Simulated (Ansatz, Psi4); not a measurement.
Psi4 was given this input:
```
memory 2 GB

molecule {
0 1
N     1.80389178    0.38626777   -0.22442841
C     0.55694421    0.17700189    0.49221348
C    -0.55492179   -0.18446869   -0.49175578
N    -1.75934788   -0.55072401    0.23450925
H     2.55231782    0.59994733    0.42532920
H     1.71475544    1.17096056   -0.86238442
H     0.23886758    1.05364064    1.08495630
H     0.69696335   -0.65910161    1.18080159
H    -0.23414157   -1.04963774   -1.07605929
H    -0.70278446    0.65914184   -1.18994644
H    -2.49325710   -0.81799969   -0.41196303
H    -2.09666295    0.23904307    0.77595401
}

set {
  basis sto-3g
  freeze_core true
  mp2_type conv
  scf_type pk
  puream true
  d_convergence 1e-8
}

energy('mp2')
print_variables()
```

Task: Write the same job for Ansatz (a quantum-chemistry and plane-wave program).

Result: Several could match; the one computed here: 
Ansatz 0.2 input:
```yaml
crystal:
  periodic: [false, false, false]
  atoms:
    - {symbol: N, position_ang: [1.80389178, 0.38626777, -0.22442841]}
    - {symbol: C, position_ang: [0.55694421, 0.17700189, 0.49221348]}
    - {symbol: C, position_ang: [-0.55492179, -0.18446869, -0.49175578]}
    - {symbol: N, position_ang: [-1.75934788, -0.55072401, 0.23450925]}
    - {symbol: H, position_ang: [2.55231782, 0.59994733, 0.42532920]}
    - {symbol: H, position_ang: [1.71475544, 1.17096056, -0.86238442]}
    - {symbol: H, position_ang: [0.23886758, 1.05364064, 1.08495630]}
    - {symbol: H, position_ang: [0.69696335, -0.65910161, 1.18080159]}
    - {symbol: H, position_ang: [-0.23414157, -1.04963774, -1.07605929]}
    - {symbol: H, position_ang: [-0.70278446, 0.65914184, -1.18994644]}
    - {symbol: H, position_ang: [-2.49325710, -0.81799969, -0.41196303]}
    - {symbol: H, position_ang: [-2.09666295, 0.23904307, 0.77595401]}
basis:
  gaussian:
    orbitals: STO-3G
magnetization: {spin_polarized: false}
correlation: {method: mp2, electrons: outside_noble_gas}
accuracy: high
```

Both were run: Psi4 gave -187.108683 Eh and Ansatz -187.108683 Eh, 0.000 mEh apart.
